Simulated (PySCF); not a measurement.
## Magnetic susceptibility: `CCC/C=C/[C@H](C)NC`, C8H17N

Geometry:
```csv
atom,x (Å),y (Å),z (Å)
C1,4.238,0.189,-0.024
C2,2.808,0.712,0.032
C3,1.802,-0.318,-0.491
C4,0.405,0.214,-0.443
C5,-0.578,-0.315,0.265
C6,-1.973,0.236,0.344
C7,-2.236,0.752,1.760
N8,-2.917,-0.833,0.039
C9,-2.901,-1.221,-1.355
H10,4.340,-0.709,0.582
H11,4.517,-0.056,-1.047
H12,4.933,0.937,0.352
H13,2.551,0.968,1.063
H14,2.732,1.624,-0.564
H15,1.871,-1.230,0.106
H16,2.059,-0.568,-1.525
H17,0.230,1.109,-1.028
H18,-0.420,-1.211,0.848
H19,-2.069,1.079,-0.370
H20,-3.228,1.193,1.830
H21,-1.499,1.506,2.024
H22,-2.169,-0.070,2.467
H23,-3.854,-0.539,0.301
H24,-3.623,-2.021,-1.508
H25,-1.907,-1.592,-1.603
H26,-3.137,-0.391,-2.041
```

Method used: GIAO wB97X-D/pcSseg-1 magnetisability, rotational g tensor and spin-rotation constants, non-relativistic, gas phase (PySCF 2.14.0). Geometry: GFN2-xTB.

(1) What are the magnetisability and the molar susceptibility?

(2) Split it along the inertial axes a, b, c into diamagnetic and paramagnetic parts about the centre of mass, with the quadrupole moment.

(3) And the rotational g tensor?

Results:

(1) Isotropic -1645 × 10⁻³⁰ J/T², or -99.1 × 10⁻⁶ cm³/mol; principal values -1760, -1661, -1513 × 10⁻³⁰ J/T², anisotropy 215 × 10⁻³⁰ J/T² (root of half the summed squared differences of the principal values). The susceptibility is in cgs units.

(2) 
```
axis  χ (10⁻⁶ cm³/mol)  diamagnetic (10⁻⁶ cm³/mol)  paramagnetic (10⁻⁶ cm³/mol)  summed x² of all electrons (Å²)  quadrupole Θ (D Å)
   a            -100.0                      -532.5                        432.5                            505.9               +4.16
   b            -105.8                     -2278.1                       2172.2                             94.5               -1.63
   c             -91.3                     -2547.1                       2455.8                             31.1               -2.53
```
Anisotropies 2χaa − χbb − χcc = -2.9 and 2χbb − χaa − χcc = -20.3 × 10⁻⁶ cm³/mol. Θ is traceless in Buckingham's convention.

(3) 
| axis | rotational constant (GHz) | g | nuclear part | electronic part |
| --- | --- | --- | --- | --- |
| a | 3.3429 | -0.0087 | 0.6706 | -0.6793 |
| b | 0.5862 | +0.0010 | 0.5992 | -0.5982 |
| c | 0.5221 | -0.0025 | 0.5998 | -0.6024 |

Asymmetric top; isotopes 12C, 1H, 14N; no vibrational averaging.
